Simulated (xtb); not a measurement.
Harmonic IR lines of one isomer of C₃H₅N, unscaled. Calculation: GFN2-xTB run with xtb.

wavenumber (cm⁻¹): 499 (w), 724 (w), 928 (vw), 2221 (vs), 2934 (w), 2987 (vw), 3001 (w)

Problem. Which structure gives these lines?
A) `CCC#N`
B) `NC1=CC1`
C) `C=C=CN`
D) `C=C=NC`

Solution. D, `C=C=NC`
